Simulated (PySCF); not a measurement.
Molecule: `N#C[SiH2][SiH2][SiH2][SiH3]`, CH9NSi4.

Bonds (- single, = double, # triple, : aromatic): N1#C2, C2-Si3, Si3-Si4, Si4-Si5, Si5-Si6. Si3 carries H7, H8; Si4 carries H9, H10; Si5 carries H11, H12; Si6 carries H13, H14, H15.

Frames of a GFN2-xTB Langevin trajectory at 300 K; GIAO PBE0/pcSseg-1 shieldings in PySCF 2.14, gas phase, non-relativistic; equivalent atoms averaged within each frame.

Shifts are taken against calculated references (same method and geometry level): $^{15}$N (σref 267.73) vs NH3; $^{13}$C (σref 186.93), $^{29}$Si (σref 349.16), $^{1}$H (σref 31.72) vs TMS. The references are static minima.

**Question.** How do the shifts (ppm) fluctuate along the trajectory?

**Answer.** 
```csv
time (fs),N1,C2,Si3,Si6,Si4,Si5,H7/H8,H9/H10,H13/H14/H15,H11/H12
250,375.6,126.7,-102.3,-114.4,-115.2,-122.4,4.58,3.93,3.57,3.47
425,371.8,123.0,-82.0,-112.6,-104.9,-128.9,4.36,4.57,4.44,4.11
625,382.6,122.7,-100.6,-111.9,-124.0,-122.9,4.93,3.97,3.68,4.40
800,381.9,125.7,-114.4,-115.9,-130.1,-128.5,4.30,3.68,3.58,3.39
1000,387.6,130.3,-108.7,-109.5,-120.9,-122.1,4.44,4.33,3.98,3.98
mean of frames,379.9,125.7,-101.6,-112.9,-119.0,-125.0,4.52,4.10,3.85,3.87
standard deviation,6.2,3.1,12.3,2.4,9.6,3.4,0.25,0.35,0.37,0.43
```

5 frames give an uncertainty of the mean of about the standard deviation over 2.2 at best, since frames this close in time may not be independent; classical motion lacks zero-point vibration, and the reference would need the same averaging.
